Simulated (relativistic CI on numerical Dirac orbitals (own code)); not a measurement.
Calculated at this level of theory: Dirac-Coulomb-Breit CI, separate exchange-only KLI orbitals for each configuration, model QED (radiative potential, 1s self-energy scaled to tabulated hydrogen-like ionisation energies), unscaled Slater integrals (own radial code, finite nucleus).

Configuration list (outside the closed core [Ne]): 3s, 3p, 3d, 4s, 4p, 4d, 4f, 5s, 5p, 5d, 5f, 5g, 6s, 6p, 6d, 7s, 7p. Levels of other configurations are missing.

At this charge energies of transitions that change n are usually good to better than 1 %, and those within a shell (Δn = 0) to a few per cent.

Outline of the computed level scheme of Cd XXXVIII. Lowest level of each configuration: 3s 2S_1/2 at 0.00 eV; 3p 2P°_1/2 at 84.84 eV; 3d 2D_3/2 at 244.06 eV; 4s 2S_1/2 at 1141.67 eV; 4p 2P°_1/2 at 1176.64 eV; 4d 2D_3/2 at 1238.09 eV; 4f 2F°_5/2 at 1264.35 eV; 5s 2S_1/2 at 1647.27 eV; 5p 2P°_1/2 at 1664.84 eV.

Some strong electric-dipole decays among the lowest 15 levels: 4f 2F°_7/2 → 3d 2D_5/2 (3.1e+13 s⁻¹); 4f 2F°_5/2 → 3d 2D_3/2 (2.9e+13 s⁻¹); 4d 2D_5/2 → 3p 2P°_3/2 (1.5e+13 s⁻¹); 4d 2D_3/2 → 3p 2P°_1/2 (1.2e+13 s⁻¹); 4p 2P°_1/2 → 3s 2S_1/2 (6.8e+12 s⁻¹); 4p 2P°_3/2 → 3s 2S_1/2 (5.7e+12 s⁻¹); 4s 2S_1/2 → 3p 2P°_3/2 (5.1e+12 s⁻¹); 5p 2P°_1/2 → 3s 2S_1/2 (3.8e+12 s⁻¹).
